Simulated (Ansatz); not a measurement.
Input file for Ansatz (a first-principles code): U-CCSD(T)/cc-pVTZ on CH6BN (SMILES BNC), a point of a bond scan (R = 1.640 Å).

Ansatz 0.2 input:
```yaml
crystal:
  periodic: [false, false, false]
  atoms:
    - {symbol: B, position_ang: [-0.17377685, 0.16935935, 1.35984899]}
    - {symbol: H, position_ang: [-1.04662609, 0.51554608, 2.09587791]}
    - {symbol: H, position_ang: [0.90496525, -0.15002550, 1.76046960]}
    - {symbol: N, position_ang: [-0.42136335, 0.13750334, -0.00246435]}
    - {symbol: C, position_ang: [0.50465876, -0.25211116, -1.05318898]}
    - {symbol: H, position_ang: [-1.33200836, 0.40682345, -0.34423305]}
    - {symbol: H, position_ang: [0.76450650, 0.97710335, -2.10707259]}
    - {symbol: H, position_ang: [0.12956168, -1.11043727, -1.61689155]}
    - {symbol: H, position_ang: [1.45669201, -0.52592512, -0.60230554]}
basis:
  gaussian:
    orbitals: cc-pVTZ
correlation: {method: ccsd_t, electrons: outside_noble_gas}
scf: {omitted_lower_state_checks: [cluster_reference]}
magnetization: {spin_polarized: true, initial_magnetization: 0}
```

Output:

```
WARN ansatz: RAYON_NUM_THREADS=1 ignored (pool sized by the plan → 1); use --threads N
Functional definition: HF
these checks for a lower state are left out or cut short: cluster_reference
integrals: 0.90 GiB planned
980 factors; integrals over basis functions are off by at most 9.4e-4 eV
mean field: 0.49 GiB planned
mean field evaluation 1: about -3276.1611 eV, gradient 2.1e1 eV
mean field evaluation 2: about -3276.1632 eV, gradient 2.1e1 eV
mean field evaluation 4: about -3278.4456 eV, gradient 2.7e0 eV
mean field evaluation 8: about -3278.4908 eV, gradient 2.1e-4 eV
mean field evaluation 16: about -3278.4795 eV, gradient 2.4e-1 eV
mean field -3278.49084858 eV, -120.4823164445 hartree, gradient 2.3e-6 eV, S^2 0.000000; 2 other end points of the search recorded, 0 dependent functions left out
3 core orbitals not correlated
reference -3278.49084858 eV, -120.4823164445 hartree; 9, 9 occupied and 162, 162 virtual orbitals, 980 factors
too little memory for Intel AMX tiles; the run may be slower
second order -13.75511407 eV of doubles, -0.00000000 eV of singles
coupled cluster: 1.56 GiB planned
cycle   1  -14.25153400 eV  change   -5.0e-1 eV  update   8.9e-2
cycle   2  -14.68228290 eV  change   -4.3e-1 eV  update   3.0e-2
cycle   3  -14.77845906 eV  change   -9.6e-2 eV  update   1.6e-2
cycle   4  -14.77009516 eV  change    8.4e-3 eV  update   4.7e-3
cycle   5  -14.77010429 eV  change   -9.1e-6 eV  update   2.0e-3
cycle   6  -14.77001871 eV  change    8.6e-5 eV  update   7.1e-4
cycle   7  -14.76972002 eV  change    3.0e-4 eV  update   2.2e-4
cycle   8  -14.76981902 eV  change   -9.9e-5 eV  update   8.6e-5
cycle   9  -14.76983552 eV  change   -1.6e-5 eV  update   2.2e-5
perturbative correction -0.59185611 eV, -0.0217503107 hartree
Total energy: -3293.85254021 eV, -121.0468481991 hartree
Checks for a lower state left out: cluster_reference
```

The run converged.

Cost: roughly 6 core-minutes.
